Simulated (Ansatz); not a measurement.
F$_{2}$H$_{2}$N$_{2}$W (`[NH]=[W](=[NH])([F])[F]`). Charge 0, multiplicity 1. Correlated methods include outer-core shells of W, which these sets cover unevenly. W: def2 effective core potential.

```xyz
7

N     1.0104   -1.1002   -0.1376
W    -0.3321   -0.1295    0.3907
N    -0.4244    1.3288   -0.5519
F    -1.8983   -1.1045    0.0987
F    -0.0296    0.3525    2.1698
H     1.8134   -1.3265   -0.7030
H    -0.1394    1.9795   -1.2667
```

**Question.** Give the diagnostics of a CCSD(T)/def2-TZVPP run (frozen core, Ansatz 0.2.0). (An estimate is asked.)

**Answer.** The calculation gave: T1 = 0.0201, largest single amplitude 0.042, largest double 0.058, (T) share of the correlation energy 4.9 %, 12 CCSD cycles. The RHF solution is stable towards an unrestricted one. T1 lies over the customary mark of 0.02 for closed shells; compounds of d metals often pass it without a breakdown.
